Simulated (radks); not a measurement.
Values are calculated unless marked as measured or tabulated.
Q: Neutral gallium, 31 electrons, occupied as [Ar] 3d10 4s2 4p(up 0.75, down 0.25) (fractional occupations, a model configuration). Level of theory: non-relativistic Kohn-Sham, BLYP, spin-polarised, spherical densities, point nucleus (a radial shooting solver on a logarithmic mesh with Libxc functionals). Some entries of the table are withheld. Estimate them.

orbital,occ.,eigenvalue (hartree),<1/r> (bohr^-1),r(max) (bohr)
1s up,1,-370.9572,30.51,0.03261
1s down,1,-370.9568,30.51,0.03261
2s up,1,-45.28496,6.676,0.1858
2s down,1,-45.28492,6.676,0.1858
2p up,3,-40.13108,6.647,0.1478
2p down,3,-40.13084,6.647,0.1478
3s up,1,-5.25350,2.139,0.5733
3s down,1,-5.25317,2.139,0.5733
3p up,3,-3.58263,(1),(2)
3p down,3,-3.58222,(3),(4)
3d up,5,-0.72215,1.654,0.5312
3d down,5,-0.72112,1.656,0.5311
4s up,1,-0.32258,(5),1.921
4s down,1,-0.31270,(6),1.913
4p up,0.75,-0.09753,0.3845,2.540
4p down,0.25,-0.08834,0.3790,2.544

A: 
(1) 3p up <1/r> (bohr^-1): 2.013
(2) 3p up r(max) (bohr): 0.5703
(3) 3p down <1/r> (bohr^-1): 2.013
(4) 3p down r(max) (bohr): 0.5703
(5) 4s up <1/r> (bohr^-1): 0.5497
(6) 4s down <1/r> (bohr^-1): 0.5510
